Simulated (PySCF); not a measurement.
**Dipole response of H- (hydrogen, charge -1)**

1s2, closed-shell 1S. Calculation: PySCF 2.14, in def2-TZVPPD; the non-relativistic Hamiltonian (point nucleus). Coupled (time-dependent) response in atomic units; α is the mean over directions.

| method | mean α (bohr³) | C₆ (like pair) | S(−4) |
| --- | --- | --- | --- |
| UHF | 22.41 | 95.83 | 355.2 |

S(−4) is the Cauchy moment in α(ω) = α(0) + S(−4) ω² + …

α(iu) at UHF:

```tsv
u (hartree)	α(iu) (bohr³)
0	22.41
0.0500	21.56
0.100	19.35
0.200	13.76
0.300	9.340
0.500	4.685
0.750	2.434
1.00	1.480
1.50	0.7123
2.00	0.4161
3.00	0.1911
5.00	0.07018
```

A single London oscillator, α(iu) = α/(1 + u²/ω²), gives C₆ = (3/4) ω α². Matching the computed C₆ needs ω = 4 × 95.83 / (3 × 22.41²) = 0.254 hartree.

For an ion, C₆ is the dispersion term alone; charge-induced terms of lower order in 1/R come first.

The outer electron is barely bound at this level, so radii and moments hang on the diffuse functions.
